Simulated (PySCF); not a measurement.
H4P, SMILES [PH4+], charge +1. Geometry optimised at B3LYP-D3(BJ)/def2-TZVPD. The isomer is the one that the SMILES or the coordinates give; other isomers of the formula were not compared.

TDA-CAM-B3LYP/def2-TZVPD in PySCF 2.14.0 puts the lowest singlet excitations at 11.13, 11.13, 11.13, 11.42, 11.42, 12.21 eV and the lowest triplet (TDA) at 9.96 eV.

What are the lowest singlet roots from EOM-CCSD/aug-cc-pVDZ in PySCF? (The exact figures need the calculation; the answer reports its results.)

11.66, 11.66, 11.66, 11.99, 11.99, 12.53 eV; triplets 10.31, 10.37, 10.37 eV. S1 differs by 0.53 eV (second minus first; roots are paired by order, and the bases may differ).
